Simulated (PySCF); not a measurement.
## Assignment exercise: C₄H₁₄Si₄

Numbering as in the mapped SMILES `[CH3:1][C:2]#[C:3][Si@H:4]([CH3:5])[SiH:6]([SiH3:7])[SiH3:8]` (H(Xn): hydrogen on atom n).

[PySCF: shielding tensors at PBE0/pcSseg-1 (GIAO); structure optimised with PBE0-D3(BJ)/def2-SVP; averaged over atoms made equivalent by symmetry, fast rotation or ring inversion; no relativistic terms; one computed conformer; isolated molecule]

References, each an isolated molecule treated in the same way: TMS for 13C, 1H.

Task: Assign these signals to the numbered atoms. 13C{1H} NMR (computed): δ 118.1 (C), 82.6 (C), 6.1 (CH3), -2.9 (CH3).

Result: 
| δ (ppm) | atoms | environment | reason |
| --- | --- | --- | --- |
| 118.1 | C2 | alkyne carbon | – |
| 82.6 | C3 | alkyne carbon | sp carbons lie upfield of alkene carbons because the cylindrical π system leaves one tensor component strongly shielded |
| 6.1 | C1 | propargylic methyl carbon | saturated and bonded to C and H only |
| -2.9 | C5 | methyl carbon bonded to Si | an electropositive neighbour leaves it electron-rich and shielded |

Task: Assign these signals to the numbered atoms. 1H NMR (500 MHz, computed): δ 4.58 (m, 1H), 3.68 (d, 3H), 3.68 (d, 3H), 3.04 (m, 1H), 1.97 (s, 3H), 0.41 (d, 3H).

Result: 
```tsv
δ (ppm)	atoms	environment	reason
4.58	H(Si4)	hydrogen on a silicon bonded to 2 C, Si	–
3.68	H(Si7)	hydrogen on a silicon bonded to Si	–
3.68	H(Si8)	hydrogen on a silicon bonded to Si	–
3.04	H(Si6)	hydrogen on a silicon bonded to 3 Si	–
1.97	H(C1)	hydrogen on a propargylic methyl carbon	–
0.41	H(C5)	hydrogen on a methyl carbon bonded to Si	an electropositive neighbour shields it, as in TMS itself
```

H(Si7) and H(Si8) lie closer than the usual error of such a calculation, so a measured spectrum could show them in the other order.

Shifts are as computed. Against solution values, carbons near 30 ppm lie about +2 ppm off and those near 130 ppm about +5 ppm. Of 1309 compounds with measured shifts, 239 miss one by over three times the rms of a fit or turn the order of signals round; such compounds aren't used in these exercises. Multiplicities follow the n + 1 count of equivalent neighbours, as no J values were calculated; m marks all less simple cases, F and P coupling included.
